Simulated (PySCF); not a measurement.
Excitation energy of W²⁺ by level of theory

W²⁺ [Xe] 4f14 5d4 (5D) → W²⁺ [Xe] 4f14 5d3 6p1 (high-spin determinant), as a difference of total energies. Computed with PySCF 2.14 in aug-cc-pwCVDZ-PP with ECP60MDF, with scalar relativity through the core potential. Correlated levels: valence and next inner shell: nothing frozen outside the core potential. The calculations carry no spin-orbit coupling.

| method | excitation energy (eV) |
| --- | --- |
| UHF | 7.768 |
| MP2 (valence and next inner shell) | 7.954 |
| SCS-MP2 (valence and next inner shell) | 7.877 |
| CCSD (valence and next inner shell) | 7.860 |
| CCSD(T) (valence and next inner shell) | 7.830 |

Task: How much does correlation contribute at CCSD(T) (valence and next inner shell)?

Result: 7.830 − (7.768) = 0.062 eV, measured against UHF.

The determinant of the upper state mixes LS terms, which raises its energy above the lowest term, most at the Hartree-Fock and MP2 levels.
